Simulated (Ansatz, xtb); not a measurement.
# Ranking isomers of AlH5O4Si

3 gas-phase structures of AlH5O4Si, from a drawn sample of its isomers (lower ones may exist). Each was relaxed with GFN2-xTB; where two conformers were screened, the lower at r2SCAN-D4/def2-SVP is listed:

A. `O[Si](O)(O)[O][AlH2]`, a singlet
B. `[OH][AlH][O][SiH](O)O`, a singlet
C. `O[SiH2][O][Al]([OH])[OH]`, a singlet

Q: Make a reasoned guess at their ranking by r2SCAN-D4/def2-SVP single-point energy.

A: Calculated order at r2SCAN-D4/def2-SVP: C (0.000), B (0.245), A (0.506) eV.

Energies above the lowest of each column, in eV; the last columns are at PBE0-D4/def2-SVP geometries:

| structure | GFN2-xTB | HF/STO-3G | r2SCAN-D4/def2-SVP | PBE0-D4/def2-SVP | CCSD(T)/def2-SVP + ΔMP2/def2-TZVPP |
| --- | --- | --- | --- | --- | --- |
| C | 0.222 | 0.000 | 0.000 | 0.000 | 0.000 |
| B | 0.000 | 0.634 | 0.245 | 0.226 | 0.154 |
| A | 0.737 | 0.260 | 0.506 | 0.502 | 0.424 |

CCSD(T)/def2-SVP + ΔMP2/def2-TZVPP puts C lowest; GFN2-xTB picks B. Flexible structures stand in one conformer each, not always the lowest. C keeps a small imaginary mode. A keeps a small imaginary mode. The ΔMP2 step shifts differences by up to 0.157 eV, which makes them less sure. ΔMP2 is the change of the MP2 energy from the smaller to the larger basis.

Programs: Ansatz 0.2.0, xtb 6.7.1.
